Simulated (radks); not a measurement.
The numbers below are computed, except where a source is named.
Task: Spin polarisation of the 3s1 shell in Si3+. Start: [Ne] 3s(up 0.5, down 0.5); electrons of 3s are moved from spin down to spin up, other shells keep equal spins. Level of theory: scalar-relativistic Kohn-Sham, LDA (Slater exchange, Perdew-Wang correlation), spin-polarised, spherical densities, point nucleus (a radial shooting solver on a logarithmic mesh with Libxc functionals). Estimate the energy gained and the exchange splitting at a moment of 1 Bohr magnetons.

Result: At moment 1 the spin-polarisation energy is -0.545 eV and the 3s exchange splitting 2.411 eV, that is 2.411 eV per Bohr magneton; E = -I m^2/4 would give I = 2.179 eV.
